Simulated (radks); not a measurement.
Problem. The table gives one normalised radial function P(r) = r R(r) of Ar5+ in [Ne] 3s2 3p1 (r in bohr). Method: scalar-relativistic Kohn-Sham, LDA (Slater exchange, Perdew-Wang correlation), spin-polarised, spherical densities, finite nucleus; open shells are filled with parallel spins first; Fermi nuclear charge, rms radius 3.4274 fm; computed with a radial shooting solver on a logarithmic mesh with Libxc functionals.

r         P
0.007978   0.0115
0.008923   0.0142
0.01006    0.0178
0.01125    0.0219
0.01269    0.0274
0.01431    0.0343
0.016      0.0422
0.01804    0.0525
0.02018    0.0644
0.02275    0.0799
0.02545    0.0974
0.02869    0.1202
0.03209    0.1458
0.03618    0.1786
0.04047    0.2150
0.04563    0.2612
0.05104    0.3117
0.05755    0.3745
0.06489    0.4472
0.07258    0.5241
0.08183    0.6166
0.09153    0.7118
0.1032     0.8223
0.1154     0.9317
0.1301     1.0529
0.1456     1.1662
0.1641     1.2831
0.1836     1.3828
0.207      1.4730
0.2334     1.5394
0.261      1.5740
0.2943     1.5765
0.3292     1.5436
0.3712     1.4697
0.4151     1.3665
0.4681     1.2244
0.5236     1.0696
0.5903     0.8903
0.6603     0.7209
0.7444     0.5484
0.8327     0.4047
0.9388     0.2758
1.059      0.1758
1.184      0.1079
1.335      0.0590
1.493      0.0308
1.684      0.0139
1.883      0.0059
2.123      0.0021
2.375      0.0007
2.677      0.0002
2.995      0.0000
3.377      0.0000
3.777      0.0000
4.258      0.0000

Which n and l does it have? It may be an empty orbital.

Solution. n = 2, l = 1: the number of nodes gives n - l - 1 = 0, the rise at small r (about r^(l+1)) gives l, and the extent must fit the shell. The curve is that of 2p down; the table hardly tells the two spins apart. 2p down: eigenvalue -319.62 eV, 0 radial nodes, <r> = 0.374 bohr, 90 % of the charge inside 0.619 bohr.
